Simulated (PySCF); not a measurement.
**Multinuclear NMR of C5H12N2Si**

Geometry:
```tsv
atom	x (Å)	y (Å)	z (Å)
C1	-3.175	-1.158	-0.161
C2	-1.906	-1.126	0.197
C3	-1.266	-0.001	0.952
N4	-0.130	0.544	0.223
Si5	-0.352	1.651	-1.102
N6	1.018	-0.062	0.584
C7	2.109	0.118	-0.027
C8	3.346	-0.556	0.456
H9	-3.593	-1.984	-0.712
H10	-3.855	-0.363	0.096
H11	-1.231	-1.928	-0.070
H12	-1.990	0.794	1.139
H13	-0.883	-0.371	1.908
H14	0.577	2.769	-0.922
H15	-1.736	2.089	-0.977
H16	-0.125	1.004	-2.399
H17	2.206	0.760	-0.908
H18	4.098	0.185	0.727
H19	3.765	-1.184	-0.330
H20	3.119	-1.169	1.323
```

Computational details: geometry from GFN2-xTB, shielding tensors at PBE0/pcSseg-1 (GIAO), in PySCF 2.14 (in vacuum, one conformer, averaged over atoms made equivalent by symmetry, fast rotation or ring inversion, no relativistic terms).

**Question.** What are the 29Si shifts?

**Answer.** 
```csv
atoms,environment,σ (ppm),δ (ppm)
Si5,"silicon bonded to N, 3 H",417.4,-63.1
```

Shieldings were converted by a linear fit to measured shifts: 29Si (scatter 8.9 ppm rms, 25.8 ppm with the 6 outliers that the fit left out vs TMS, solution or neat liquid). Occasional misses reach two or three times the rms, and more in compound classes unlike the fitted ones.

On a 500 MHz spectrometer 29Si resonates near 99.3 MHz, so 1 ppm is 99.3 Hz.

**Question.** What are the 15N shifts?

**Answer.** 
```json
{"atoms": "N6", "environment": "imine nitrogen", "σ (ppm)": "-122.8", "δ (ppm)": "-34.9"}
{"atoms": "N4", "environment": "nitrogen bonded to O or N", "σ (ppm)": "145.4", "δ (ppm)": "-282.1"}
```

Shieldings were converted by a linear fit to measured shifts: 15N: δ = -148.07 − 0.921σ (rms 6.3 ppm, 71 shifts vs CH3NO2, solution or neat liquid). Occasional misses reach two or three times the rms, and more in compound classes unlike the fitted ones.

On a 500 MHz spectrometer 15N resonates near 50.7 MHz, so 1 ppm is 50.7 Hz.
